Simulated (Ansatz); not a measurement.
Total energies of Pd(PH3)2 (P2PdH6) from Ansatz at r2SCAN-D4/def2-TZVPD, gas phase (1 Eh = 27.2114 eV = 2625.5 kJ/mol). The reference geometry is relaxed at PBE0-D4/def2-SVP.

```xyz
9

Pd   -0.0095    0.0187   -0.0136
P    -0.8394    0.9445    1.8758
H     0.0287    1.3877    2.9134
H    -1.7168    0.2102    2.7230
H    -1.6321    2.1264    1.8343
P     0.8357   -0.9373   -1.8810
H     1.6567   -0.1992   -2.7800
H    -0.0197   -1.4830   -2.8797
H     1.6962   -2.0679   -1.7922
```

```csv
state,geometry,energy (Eh)
charge 0 singlet,reference,-814.28069
charge -1 doublet,reference,-814.25435
free Pd atom (singlet),–,-127.89506
free P atom (quartet),–,-341.23802
free H atom (doublet),–,-0.49993
```

In the def2 sets Pd takes a core potential; there is no spin–orbit coupling.

Work out the vertical electron affinity, to the doublet.

E(charge 0 singlet) − E(charge -1 doublet) = -814.28069 − (-814.25435) = -0.02634 Eh = -0.72 eV; negative, so the extra electron isn't bound.

What is the binding energy per atom against free atoms?

Atoms: 1 × (-127.89506) + 2 × (-341.23802) + 6 × (-0.49993) = -813.37068 Eh. Binding: -813.37068 − (-814.28069) = 0.91001 Eh = 24.76 eV, or 2.75 eV for each of 9 atoms (no zero-point energy, no counterpoise term).

At r2SCAN-D4/def2-TZVPD the highest occupied level of the charge -1 doublet lies above zero (up to 2.53 eV). By energy differences it is unbound by 0.72 eV (vertical, to the charge 0 singlet, at r2SCAN-D4/def2-TZVPD) and held by the finite basis.
